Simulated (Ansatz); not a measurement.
CuAsH₄⁺, that is Cu(AsH3)H with one electron fewer. Total charge 1; doublet. Geometry B3LYP-D4/def2-TZVP, that of the neutral singlet; atoms count from 1.

```xyz
6

Cu   -0.786   -1.257    0.858
As    0.304    0.484   -0.331
H     0.353    0.466   -1.842
H     1.775    0.759   -0.112
H    -0.164    1.914   -0.189
H    -1.483   -2.366    1.617
```

(1) Estimate the Mulliken populations from the PBE0/def2-TZVP orbitals of Ansatz.

(2) Where does the spin sit?

(3) And the Mayer bond orders between bonded heavy atoms (over 0.3)?

## Answers

(1) 
```
atom  charge (e)  spin (α − β)  d electrons
 Cu1        0.07          0.72         9.69
 As2        0.12         -0.03            –
  H3        0.17          0.00            –
  H4        0.17          0.00            –
  H5        0.17          0.00            –
  H6        0.29          0.31            –
```
Mulliken values and Mayer orders depend strongly on the basis.

(2) Summed by element: Cu 0.72, As -0.03, H 0.31, of 1 unpaired in all. Largest on single atoms: Cu1 0.72, H6 0.31, As2 -0.03.

(3) Cu1–As2 0.74 (2.37 Å).
